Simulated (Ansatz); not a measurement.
Isolated molecules relaxed with PBE0-D4/def2-TZVP in Ansatz; ΔE leaves out vibrations. CCSD(T)/CBS adds triple-zeta CCSD(T) − MP2 to the extrapolated MP2 energy (def2 sets, frozen cores).

`B1C[SiH2][SiH2]1` → `[SiH3][SiH]1BC1`  (isomerisation)

```json
{"level": "MP2/def2-TZVPP", "ΔE (kcal/mol)": "23.1"}
{"level": "CCSD(T)/def2-TZVPP", "ΔE (kcal/mol)": "22.0"}
```

What does CCSD(T)/CBS give? (An estimate is asked.)

Ansatz gave: +22.1 kcal/mol. The listed levels differ from it by 1.0, -0.1 kcal/mol.

What do rigid-rotor, harmonic-oscillator terms from PBE0-D4/def2-TZVP frequencies (298.15 K, 1 bar) make of the CCSD(T)/CBS value? (An estimate is asked.)

Ansatz gave: ΔZPE = -1.1 kcal/mol, ΔH = +21.4 kcal/mol, ΔS = 20 J/(mol·K), ΔG = +20.0 kcal/mol.

Largest T1 diagnostic among the species: 0.015.

From PBE to PBE0 (25 % exact exchange), in def2-TZVPP and without D4, ΔE moves by +1.1 kcal/mol. The D4 term adds +1.0 kcal/mol with B3LYP and +0.4 kcal/mol with PBE0; it sums over pairs of atoms, weighted by their polarisabilities, and B3LYP, whose exchange is more repulsive, gets the larger term. In def2-TZVPP, CCSD(T) changes the Hartree–Fock value by +3.2 kcal/mol (the triples alone add +0.2 kcal/mol) and MP2 by +4.4 kcal/mol.

B3LYP here is the variant with VWN-RPA as its local correlation; programs differ in this.
